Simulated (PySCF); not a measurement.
## Working out the ionisation energy of Xe²⁺

Xe²⁺ [Kr] 4d10 5s2 5p4 (3P) → Xe³⁺ [Kr] 4d10 5s2 5p3 (4S). Computed with PySCF 2.14 in x2c-TZVPPall (8s6p4d2f, 60 functions), with scalar relativity by spin-free X2C-1e. Frozen: [Ar] 3d10. Energies in hartree (1 hartree = 27.21139 eV):

```tsv
part	Xe²⁺ (lower)	Xe³⁺ (upper)
UHF	-7442.302343	-7441.225536
MP2 opposite-spin	-0.371493	-0.350812
MP2 same-spin	-0.214387	-0.208105
```

Question: What does Hartree-Fock give?

Answer: (-7441.225536) − (-7442.302343) = 1.076807 hartree = 29.301 eV.

Question: What do MP2 and SCS-MP2 (6/5 opposite-spin, 1/3 same-spin) give?

Answer: The opposite-spin parts differ by 0.563 eV and the same-spin parts by 0.171 eV. MP2: 29.301 + (0.563) + (0.171) = 30.035 eV. SCS-MP2: 29.301 + 1.2 × (0.563) + (0.171)/3 = 30.034 eV.

A first-order spin-orbit estimate adds 0.442 eV to MP2 (valence and next inner shell), giving 30.477 eV against 31.05 ± 0.04 eV (semi-empirical (NIST evaluation); NIST Atomic Spectra Database, ionization energies).

What remains against the reference includes basis incompleteness, the frozen core and correlation beyond second order.
